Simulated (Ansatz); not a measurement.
`C#[C][Ti]([OH])([F])[F]` + H–F → `C#[C][Ti]([F])([F])[F]` + H₂O at 700 K and 1 bar (ligand exchange at a Ti–O bond).

Calculated with Ansatz (gas phase, PBE0-D4/def2-TZVP geometries, no zero-point term in ΔE). CCSD(T)/CBS is the MP2 limit (def2-TZVPP, def2-QZVPP) plus CCSD(T) − MP2 in def2-TZVPP, frozen cores. This one scheme is used for every species. For Ti outer-core shells are correlated without core-valence functions, which leaves a few kJ/mol of doubt a bond. Scalar relativity is left out up to krypton. One conformer a species, not always the lowest.

| species | CCSD(T)/CBS energy (Eh) | H − E (kJ/mol) | S (J/(mol·K)) |
| --- | --- | --- | --- |
| `C#[C][Ti]([OH])([F])[F]` | -1201.12065 | 174.9 | 494.8 |
| H–F | -100.39570 | 45.2 | 198.5 |
| `C#[C][Ti]([F])([F])[F]` | -1225.14941 | 139.5 | 457.7 |
| H₂O | -76.37941 | 80.5 | 218.4 |

H − E and S are ideal-gas, rigid-rotor, harmonic terms from PBE0-D4/def2-TZVP, for one conformer and one mirror image of each species. 1 Eh = 2625.50 kJ/mol, R = 8.31446 J/(mol·K).

By hand: ΔE, ΔH, ΔS and ΔG.

ΔE = (-1225.14941) + (-76.37941) − (-1201.12065) − (-100.39570) = -0.01247 Eh = -32.7 kJ/mol. Δ(H − E) = 139.5 + 80.5 − 174.9 − 45.2 = -0.1, so ΔH = -32.8 kJ/mol. ΔS = 457.7 + 218.4 − 494.8 − 198.5 = -17.2 J/(mol·K). ΔG = -32.8 − 700 × (-17.2)/1000 = -20.8 kJ/mol.

By hand: the equilibrium constant, and the temperature at which ΔG would vanish if ΔH and ΔS stayed fixed.

log₁₀ K = −ΔG/(RT ln 10) = 1.6. ΔG = 0 at ΔH/ΔS = 1907 K, though so small a ΔS makes that figure unsure.

TΔS isn't small against ΔH here. A doubt of 5 kJ/mol in ΔE shifts log₁₀ K by 0.4 here. Other conformers and mirror images would add mixing entropy, several J/(mol·K) or more a flexible species. These are equilibria of isolated gas molecules and say nothing of rates. Largest T1 diagnostic: 0.023 (customary marks: 0.02 for closed shells, 0.045 for open ones).
